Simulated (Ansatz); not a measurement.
Consider the ligand exchange at the Si–S bond: `N[SiH2]S[SiH3]` + `B[TeH]` → `B[Te][SiH2]N` + `[SiH3]S`.

Calculated with Ansatz (gas phase, PBE0-D4/def2-TZVP geometries, no zero-point term in ΔE). CCSD(T)/CBS adds triple-zeta CCSD(T) − MP2 to the extrapolated MP2 energy (def2 sets, frozen cores). def2 core potentials past Kr. For Te outer-core shells are correlated without core-valence functions, which leaves a few kJ/mol of doubt a bond. Each species was taken in one conformer, which may not be the lowest.

`N[SiH2]S[SiH3]`:

Cartesian coordinates in Å:
```
N -0.938 -1.230 -1.954
Si -0.027 -0.868 -0.557
S 0.722 1.151 -0.511
Si 0.577 1.443 1.596
H -1.776 -0.715 -2.170
H -0.465 -1.527 -2.792
H 1.113 -1.814 -0.536
H -0.869 -1.025 0.658
H -0.841 1.491 2.035
H 1.237 2.738 1.890
H 1.266 0.356 2.342
```

`B[TeH]`:

Z-matrix (Å, degrees):
```
B
Te 1 2.099
H 1 1.189 2 120.6
H 1 1.191 2 116.2 3 -180.0
H 2 1.659 1 96.2 3 -0.0
```

`B[Te][SiH2]N`:

```xyz
10

B    -0.793    2.024   -0.245
Te   -0.593    0.706   -1.869
Si    0.378   -1.248   -0.569
N     0.554   -1.022    1.117
H    -0.469    1.693    0.853
H    -1.241    3.103   -0.481
H    -0.533   -2.395   -0.799
H     1.717   -1.515   -1.149
H    -0.274   -0.967    1.691
H     1.253   -0.378    1.453
```

`[SiH3]S`:

Z-matrix (Å, degrees):
```
Si
S 1 2.137
H 1 1.485 2 111.6
H 1 1.485 2 111.6 3 -122.0
H 1 1.482 2 104.8 3 119.0
H 2 1.344 1 94.7 3 60.9
```

```csv
level,ΔE (eV)
MP2/def2-QZVPP,0.11
CCSD/CBS(def2),0.14
```

What does CCSD(T)/CBS give? (Estimate.)

Ansatz gave: +0.13 eV. The listed levels differ from it by -0.02, 0.01 eV.

Largest T1 diagnostic among the species: 0.015.
